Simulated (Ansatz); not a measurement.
`[O]=[Nb]([F])([F])[Cl]` and `[O]=[Nb]([F])([Cl])[Cl]` differ in one atom or group.

Ansatz, PBE0-D4/def2-TZVP geometries, multiplicity 1. 

Elements past krypton have def2 core potentials.

| property | `[O]=[Nb]([F])([F])[Cl]` |
| --- | --- |
| HOMO energy (PBE/def2-TZVPP) / eV | -8.44 |
| LUMO energy (PBE/def2-TZVPP) / eV | -3.44 |
| HOMO–LUMO gap (B3LYP/def2-TZVPP) / eV | 6.73 |
| size of the dipole moment (B3LYP/def2-TZVPP) / D | 1.20 |
| size of the dipole moment (PBE/def2-TZVPP) / D | 1.12 |
| HOMO–LUMO gap (ωB97M-V/def2-TZVPP) / eV | 11.71 |

Question: What does the change do to each property? (An estimate is asked.)

Answer: Computed: 
```json
{"property": "HOMO energy (PBE/def2-TZVPP) / eV", "`[O]=[Nb]([F])([Cl])[Cl]`": "-8.38", "shift": "0.06"}
{"property": "LUMO energy (PBE/def2-TZVPP) / eV", "`[O]=[Nb]([F])([Cl])[Cl]`": "-3.78", "shift": "-0.34"}
{"property": "HOMO–LUMO gap (B3LYP/def2-TZVPP) / eV", "`[O]=[Nb]([F])([Cl])[Cl]`": "6.29", "shift": "-0.44"}
{"property": "size of the dipole moment (B3LYP/def2-TZVPP) / D", "`[O]=[Nb]([F])([Cl])[Cl]`": "1.17", "shift": "-0.03"}
{"property": "size of the dipole moment (PBE/def2-TZVPP) / D", "`[O]=[Nb]([F])([Cl])[Cl]`": "1.07", "shift": "-0.05"}
{"property": "HOMO–LUMO gap (ωB97M-V/def2-TZVPP) / eV", "`[O]=[Nb]([F])([Cl])[Cl]`": "11.13", "shift": "-0.58"}
```

With PBE0 the HOMO rises by 0.09 eV and the LUMO falls by 0.38 eV, so the gap narrows by about 0.47 eV. PBE moves the HOMO by 0.06 eV and ωB97M-V by 0.12 eV. Dipoles are sizes alone; their direction can turn.

B3LYP here is the variant with VWN-RPA as its local correlation; programs differ in this.
